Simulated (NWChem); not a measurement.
Molecule: C₃H₄F₂Si; SMILES C#C[SiH2]C(F)F

```xyz
10

C      0.5645     2.9859    -0.2414
C     -0.0052     1.9342    -0.0320
Si    -0.8449     0.3416     0.2546
C      0.2472    -1.0980    -0.4008
F     -0.4501    -2.2726    -0.2143
F      1.4037    -1.1708     0.3394
H      1.0636     3.9136    -0.4178
H     -2.1392     0.3093    -0.4713
H     -1.0518     0.1042     1.7022
H      0.5355    -1.0503    -1.4586
```
Atoms are numbered in this order, from 1.

Computed with NWChem. Structure relaxed at the B3LYP/6-31G* (spherical d) level.

For level TPSS/cc-pVDZ:

```yaml
highest occupied level (eV): -6.82
dipole (D): 2.01
```

Problem. How do the values read with level TPSS/aug-cc-pVDZ instead?

Solution. 
| Item | Result |
|---|---|
| highest occupied level (eV) | -7.13 |
| dipole (D) | 2.23 |
